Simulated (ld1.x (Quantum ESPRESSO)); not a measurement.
## What one change does to a pseudopotential (gold, ultrasoft)

Au (Z = 79), ultrasoft, made with ld1.x (Quantum ESPRESSO) 7.5 (revPBE, scalar-relativistic). Core [Xe] 4f14, reference 5d10 6s0 6p0 (charge +1). Waves: 6s (bound, empty): rcut 1.65, rcutus 2.20 bohr; 6s channel at 0.1 Ry: rcut 1.65, rcutus 2.20 bohr; 6p (bound, empty): rcut 2.50, rcutus 3.15 bohr; 6p channel at 2.3 Ry: rcut 2.50, rcutus 3.15 bohr; 5d (bound): rcut 1.30, rcutus 1.55 bohr; 5d channel at -0.45 Ry: rcut 1.30, rcutus 1.55 bohr. Local part: all-electron potential smoothed inside 1.30 bohr (lloc = -1). Core correction: Bessel-smoothed model core inside 1.55 bohr. Augmentation charge: built from norm-conserving waves at rcut, not smoothed further.

Change: local potential all-electron potential smoothed inside 2.36 bohr (lloc = -1).

Cutoffs: the cutoffs (Ry, on a coarse ladder) from which the occupation-weighted sum of valence levels, in a spherical-Bessel basis at the reference potential, stays within 10 and 1 mRy of its value at 400 Ry; they do not see the model core or the augmentation charge, which bear on the density cutoff. Errors are all-electron minus pseudo energies relative to the spin-unpolarised reference configuration.

**Question.** How do hardness, ghosts and transferability respond?

**Answer.** The potential gets neither clearly harder nor softer (45 Ry and 80 Ry → 45 Ry and 80 Ry); the bound ghosts move from p, s to p; the errors of the 7 common tests hardly move. A state that the projectors do not describe sees the local part alone, so a deeper or shallower local part can create or remove a ghost.

| quantity | base | changed |
| --- | --- | --- |
| cutoff, loose | 45 Ry | 45 Ry |
| cutoff, tight | 80 Ry | 80 Ry |
| bound ghosts | s, p | p |
| error for 5d10 6s1 6p0, meV [ΔE -9.28 eV] | -2.5 | -2.6 |
| error for 5d9 6s0 6p0, meV [ΔE 21.12 eV] | -38 | -38 |
| error for 5d8 6s0 6p0, meV [ΔE 54.92 eV] | -213 | -215 |
| error for 5d9 6s1 6p1, meV [ΔE -1.76 eV] | -64 | -64 |
| error for 5d9 6s2 6p0, meV [ΔE -7.55 eV] | -51 | -52 |
| error for 5d10 6s0.5 6p0, meV [ΔE -5.57 eV] | +0.4 | +0.4 |
| error for 5d7 6s0 6p0, meV [ΔE 102.55 eV] | -634 | -639 |
| s: phases at 3.40 bohr within 0.05 rad from the reference energy up to (Ry; the scan ends near 5) | 1.6 | 1.4 |
| p: phases at 3.40 bohr within 0.05 rad from the reference energy up to (Ry; the scan ends near 5) | 1.1 | 1.4 |
| d: phases at 3.40 bohr within 0.05 rad from the reference energy up to (Ry; the scan ends near 5) | 4.8 | 4.8 |
| lowest overlap eigenvalue by channel | s 0.37, p 0.15, d 0.93 | s 0.52, p 0.57, d 0.97 |

 A true bound ghost makes a file unfit for plane-wave use even where its test errors are small: the radial tests pick states by their node count and pass the ghost by.
